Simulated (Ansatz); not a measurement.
Reaction (ligand exchange at the Si–N bond): `O[Si](O)(F)N[SiH2]F` + `C=N` → `C=N[SiH2]F` + `N[Si](O)(O)F`

Isolated molecules relaxed with PBE0-D4/def2-TZVP in Ansatz; ΔE leaves out vibrations. CBS: MP2 limit from def2 TZ/QZ plus the TZ coupled-cluster correction, frozen cores. This one scheme is used for every species. Each species was taken in one conformer, which may not be the lowest.

```json
{"species": "`O[Si](O)(F)N[SiH2]F`", "CCSD(T)/CBS(def2) energy (Eh)": "-986.12933"}
{"species": "`C=N`", "CCSD(T)/CBS(def2) energy (Eh)": "-94.52360"}
{"species": "`C=N[SiH2]F`", "CCSD(T)/CBS(def2) energy (Eh)": "-484.08456"}
{"species": "`N[Si](O)(O)F`", "CCSD(T)/CBS(def2) energy (Eh)": "-596.55827"}
```

(1) Work out ΔE.

Largest T1 diagnostic among the species: 0.013.

Results:

(1) ΔE = (-484.08456) + (-596.55827) − (-986.12933) − (-94.52360) = 0.01010 Eh = +6.3 kcal/mol.

In def2-TZVPP, CCSD(T) changes the Hartree–Fock value by +1.5 kcal/mol (the triples alone add +0.1 kcal/mol) and MP2 by +0.9 kcal/mol. The D4 term adds +1.1 kcal/mol with B3LYP and +0.7 kcal/mol with PBE0; it sums over pairs of atoms, weighted by their polarisabilities, and B3LYP, whose exchange is more repulsive, gets the larger term.

B3LYP here is the variant with VWN-RPA as its local correlation; programs differ in this.
